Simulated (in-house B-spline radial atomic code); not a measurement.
# RPA correlation on TPSS: Tc III (Tc2+)

Configuration [Kr] 4d5, highest spin, mean-field start TPSS. Computed with an all-electron radial atomic-structure program (B-spline basis): all electrons, scalar-relativistic (spin-free one-electron X2C), finite nucleus, each spin shell either full or empty, empty states to l = 9 with an (l + 1/2)⁻⁴ tail; G0W0 by contour deformation at full frequency.

The highest G0W0 level has too low a weight to be given.

Command:
```bash
python run_gw.py task.json out
```
Settings (radii: box in bohr, nucleus in fm):
```
Z                        43
electrons                41
configuration            [Kr] 4d5
hamiltonian              x2c
method                   tpss,tpss
lmax                     9
rms_radius               4.41117
spin_polarised           True
box_radius               17.55
intervals                69
```

Cost of the run: 3.2 s on 1 thread of Arm Neoverse V2, with other jobs on the host.

Energies (hartree):

| term | value |
| --- | --- |
| mean-field total | -4284.34591 |
| Hartree-Fock functional on these orbitals | -4282.35501 |
| direct second order | -3.4836 |
| second-order exchange | 1.0124 |
| SOSEX correction | 0.94102 |

Problem. What is the RPA correlation energy, and what remains with SOSEX?

Solution. RPA gives -3.0705 hartree (-2.04 eV per electron); RPA + SOSEX gives -2.1295, and the second-order doubles -2.4712 hartree (no singles). SOSEX takes back 31 % of the RPA value.
